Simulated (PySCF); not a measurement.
## Dipole response of C (carbon, neutral)

[He] 2s2 2p2, high-spin 3P determinant. Calculation: PySCF 2.14, in dyall-acv3z (15s9p4d2f, 76 functions); the spin-free X2C one-electron Hamiltonian (Gaussian nucleus). Coupled (time-dependent) response in atomic units; α is the mean over directions.

```tsv
method	mean α (bohr³)	α xx, yy, zz	C₆ (like pair)	S(−4)
UHF	11.92	10.86, 12.46, 12.46	46.17	93.87
PBE	13.32	11.28, 14.34, 14.34	54.27	108.9
PBE0	12.59	10.91, 13.44, 13.44	50.51	92.84
HSE06	12.60	10.92, 13.44, 13.44	50.51	92.93
BLYP	13.26	11.29, 14.25, 14.25	53.79	108.1
```

S(−4) is the Cauchy moment in α(ω) = α(0) + S(−4) ω² + …

Reference α: 11.3 ± 0.4 bohr³ (recommended; Schwerdtfeger and Nagle, table of static dipole polarizabilities (2023 update)). Published C₆: 46.60 (Chu and Dalgarno (2004); Tang, Norbeck and Certain (1976)).

α(iu) at UHF:

```json
{"u (hartree)": "0", "α(iu) (bohr³)": "11.92"}
{"u (hartree)": "0.0500", "α(iu) (bohr³)": "11.70"}
{"u (hartree)": "0.100", "α(iu) (bohr³)": "11.10"}
{"u (hartree)": "0.200", "α(iu) (bohr³)": "9.429"}
{"u (hartree)": "0.300", "α(iu) (bohr³)": "7.735"}
{"u (hartree)": "0.500", "α(iu) (bohr³)": "5.167"}
{"u (hartree)": "0.750", "α(iu) (bohr³)": "3.297"}
{"u (hartree)": "1.00", "α(iu) (bohr³)": "2.257"}
{"u (hartree)": "1.50", "α(iu) (bohr³)": "1.233"}
{"u (hartree)": "2.00", "α(iu) (bohr³)": "0.7723"}
{"u (hartree)": "3.00", "α(iu) (bohr³)": "0.3848"}
{"u (hartree)": "5.00", "α(iu) (bohr³)": "0.1547"}
```

A single London oscillator, α(iu) = α/(1 + u²/ω²), gives C₆ = (3/4) ω α². Matching the computed C₆ needs ω = 4 × 46.17 / (3 × 11.92²) = 0.433 hartree.

The components differ because the open shell of this determinant is not spherical; for a pure term their mean is the scalar polarisability.
